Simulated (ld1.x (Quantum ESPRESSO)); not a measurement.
## What the settings do to the RRKJ potential of silver

Base potential:

silver (Ag), norm-conserving RRKJ (Kleinman–Bylander form), made with ld1.x (Quantum ESPRESSO) 7.5 (revPBE, scalar-relativistic). Core [Ar] 3d10, reference 4s2 4p6 4d9 5s0 5p0 (charge +2). Waves: 4s (bound): rc 1.55 bohr; 4d (bound): rc 1.65 bohr; 4p (bound): rc 1.20 bohr. Local part: the p channel. Core correction: none.

All-electron outer shells of the reference configuration (revPBE, scalar-relativistic, ld1.x):

| shell | level (eV) | outermost node (bohr) | outermost maximum (bohr) |
| --- | --- | --- | --- |
| 3d | -381.12 | – | 0.27 |
| 4s | -117.52 | 0.44 | 0.82 |
| 4p | -80.90 | 0.44 | 0.87 |
| 4d | -28.81 | 0.43 | 1.03 |
| 5s | -20.64 | 1.09 | 2.23 |
| 5p | -14.28 | 1.22 | 2.72 |

Cutoffs, loose and tight: the cutoffs (Ry, on a coarse ladder) from which the occupation-weighted sum of valence levels, in a spherical-Bessel basis at the reference potential, stays within 10 and 1 mRy of its value at 400 Ry. They do not see the model core or the augmentation charge, which bear on the density cutoff. Test errors are all-electron minus pseudo excitation energies from the reference, over the configurations 4s2 4p6 4d10 5s1 5p0; 4s2 4p6 4d10 5s0 5p0; 4s2 4p6 4d8 5s0 5p0; 4s2 4p6 4d9 5s1 5p1; 4s2 4p6 4d9 5s2 5p0; 4s1 4p6 4d10 5s1 5p0; 4s2 4p6 4d10 5s0 5p1. A dash means not determined; rows that change the core or the reference have their own tests.

A true bound ghost makes a file unfit for plane-wave use even where its test errors are small: the radial tests pick states by their node count and pass the ghost by.

```csv
change,outcome,"cutoff, loose","cutoff, tight",bound ghosts,largest test error (meV)
base,generated,110 Ry,160 Ry,none,+2110
wave 4d (bound): rc 1.65 bohr becomes 4d (bound): rc 1.44 bohr,generated,110 Ry,160 Ry,none,+2112
wave 4d (bound): rc 1.65 bohr becomes 4d (bound): rc 1.66 bohr,generated,110 Ry,160 Ry,none,+2110
wave 4d (bound): rc 1.65 bohr becomes 4d (bound): rc 1.90 bohr,generated,110 Ry,160 Ry,none,+2104
wave 4d (bound): rc 1.65 bohr becomes 4d (bound): rc 2.04 bohr,generated,110 Ry,160 Ry,none,+2095
wave 4d (bound): rc 1.65 bohr becomes 4d (bound): rc 2.28 bohr,generated,110 Ry,160 Ry,none,+2061
```

What comes out with this change to the base: wave 4d (bound): rc 1.65 bohr becomes 4d (bound): rc 1.10 bohr?

outcome: generated; cutoff, loose: 140 Ry; cutoff, tight: 200 Ry; bound ghosts: none; largest test error (meV): +2114.

What comes out with this change to the base: wave 4d (bound): rc 1.65 bohr becomes 4d (bound): rc 2.48 bohr?

outcome: generated; cutoff, loose: 110 Ry; cutoff, tight: 160 Ry; bound ghosts: p (extra level of the local part); largest test error (meV): +2003.

What comes out with this change to the base: wave 4d (bound): rc 1.65 bohr becomes 4d (bound): rc 1.28 bohr?

outcome: generated; cutoff, loose: 120 Ry; cutoff, tight: 160 Ry; bound ghosts: none; largest test error (meV): +2113.

Reading the sweep of the d radius (base included, trends over the rows without a ghost): The loose cutoff falls from 140 Ry at 1.1 to 110 Ry at 2.28 bohr. A larger radius leaves more room for a smooth pseudo-wave, so fewer plane waves are needed; a smaller one forces it to follow the all-electron wave where it bends sharply. The median size of the test errors (rows with all tests solved) stays near 836.0 meV. Bound ghosts are found at 2.48 bohr.
